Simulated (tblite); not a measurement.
C5H8NPSi.
Bonds: C1–C2, C2–N3 (aromatic), N3–C4 (aromatic), C4–C5 (aromatic), C5–Si6, C5–C7 (aromatic), C7–P8 (aromatic), C2–P8 (aromatic). Hydrogens: H9, H10, H11 on C1; H12 on C4; H13, H14, H15 on Si6; H16 on C7.

Computed geometry: GFN2-xTB, gas phase.

Task: Give the optimised bond lengths and angles.

Result: 
```tsv
bond	length (Å)
C1–C2	1.500
C2–N3	1.312
N3–C4	1.318
C4–C5	1.393
C5–Si6	1.889
C5–C7	1.387
C7–P8	1.734
C2–P8	1.762
C1–H9, C1–H10, C1–H11	1.089
C4–H12	1.084
Si6–H13, Si6–H14, Si6–H15	1.463
C7–H16	1.085
```

Bonds in one row agree within 0.01 Å and their mean is given. A selection of angles:
```tsv
angle	degrees
C1–C2–N3	115.8
C1–C2–P8	118.0
N3–C2–P8	126.3
C2–N3–C4	123.4
N3–C4–C5	126.6
C4–C5–Si6	120.7
C4–C5–C7	119.5
Si6–C5–C7	119.8
C5–C7–P8	125.9
C2–P8–C7	98.3
```

The 6-membered ring C2–N3–C4–C5–C7–P8 has internal angles of 98.3° to 126.6° (sum 720°, against 720° for a flat polygon); it is planar, 0.00 Å rms from its mean plane, widest ring torsion 0°. The 8 heavy atoms lie in one plane (0.004 Å rms). The 3 C–C bonds span 1.387 Å (C5–C7, aromatic) to 1.500 Å (C1–C2, drawn single), a spread of 0.113 Å. Si6 (SiH3 silicon) is tetrahedral (angles from 108.4° to 110.7°). The 2 C–P bonds span 1.734 Å (C7–P8, aromatic) to 1.762 Å (C2–P8, aromatic), a spread of 0.028 Å.

GFN2-xTB frequencies show an imaginary mode (30i cm⁻¹), so the point is no minimum at that level.
